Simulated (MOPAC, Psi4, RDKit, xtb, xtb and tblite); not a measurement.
Relaxed torsion scan: SMILES C([SiH2][SiH2]Br)#C (C2H5BrSi2). Scanned: dihedral C2–Si3–Si4–Br5; all other coordinates were relaxed at B3LYP-D3(BJ)/def2-SVP. Points at φ and −φ are mirror images.

Geometry of the scan point at 30° (Å):
```
10

C      2.5696    -1.1989     0.1812
C      1.7079    -0.3795    -0.0780
Si     0.3489     0.7991    -0.4146
Si    -1.6694    -0.1525     0.3565
Br    -1.2111    -1.4922     2.1029
H      3.3339    -1.9191     0.4105
H      0.2509     1.0742    -1.8775
H      0.6060     2.0805     0.3021
H     -2.6343     0.8911     0.8039
H     -2.3130    -0.9837    -0.6991
```

Methods: GFN2-xTB, on its own relaxed geometries (the stored frames are those of B3LYP-D3(BJ)/def2-SVP) (xtb and tblite); MMFF94 // B3LYP-D3(BJ)/def2-SVP (RDKit); B3LYP/def2-TZVP // B3LYP-D3(BJ)/def2-SVP (Psi4); B3LYP-D3(BJ)/def2-TZVP // B3LYP-D3(BJ)/def2-SVP (Psi4); PBE/def2-TZVP // B3LYP-D3(BJ)/def2-SVP (Psi4); PBE-D3(BJ)/def2-TZVP // B3LYP-D3(BJ)/def2-SVP (Psi4); MP2/cc-pVTZ = Psi4 with DF-MP2 (frozen core)/cc-pVTZ // B3LYP-D3(BJ)/def2-SVP; HF/cc-pVTZ // B3LYP-D3(BJ)/def2-SVP (Psi4); UFF // B3LYP-D3(BJ)/def2-SVP (RDKit); AM1, restricted, heats of formation // B3LYP-D3(BJ)/def2-SVP (MOPAC); PM6, restricted, heats of formation // B3LYP-D3(BJ)/def2-SVP (MOPAC); GFN1-xTB // B3LYP-D3(BJ)/def2-SVP (xtb).

Least-squares fit of E(φ) = a0 + Σ (a_n cos nφ + b_n sin nφ), n = 1 to 4, to the 12 scan points, in kJ/mol above the lowest point of each profile (levels whose profile four harmonics don't fit are not listed):

```csv
method,a0,a1,b1,a2,b2,a3,b3,a4,b4,rms of fit
GFN2-xTB,1.16,0.92,0.00,-0.06,0.00,0.16,0.00,-0.01,0.00,0.00
MMFF94,3.43,0.81,0.00,0.35,0.00,2.96,0.00,-0.07,0.00,0.07
B3LYP/def2-TZVP,4.06,1.89,0.00,0.27,0.00,2.41,0.00,-0.06,0.00,0.03
B3LYP-D3(BJ)/def2-TZVP,3.32,0.81,0.00,-0.04,0.00,2.51,0.00,0.01,0.00,0.01
PBE/def2-TZVP,3.77,1.54,0.00,0.09,0.00,2.32,0.00,-0.02,0.00,0.02
PBE-D3(BJ)/def2-TZVP,3.35,0.95,0.00,-0.07,0.00,2.37,0.00,0.01,0.00,0.01
MP2/cc-pVTZ,3.18,0.46,0.00,-0.06,0.00,2.72,0.00,0.03,0.00,0.02
HF/cc-pVTZ,4.17,2.16,0.00,0.53,0.00,2.52,0.00,-0.05,0.00,0.04
UFF,3.76,0.16,0.00,0.33,0.00,3.77,0.00,0.01,0.00,0.10
AM1,1.05,-0.30,0.00,-0.14,0.00,-0.57,0.00,-0.09,0.00,0.03
PM6,2.24,0.06,0.00,-0.15,0.00,1.97,0.00,-0.08,0.00,0.02
GFN1-xTB,1.68,0.16,0.00,-0.30,0.00,1.19,0.00,-0.04,0.00,0.02
```

MMFF94 has few fitted parameters for silicon.
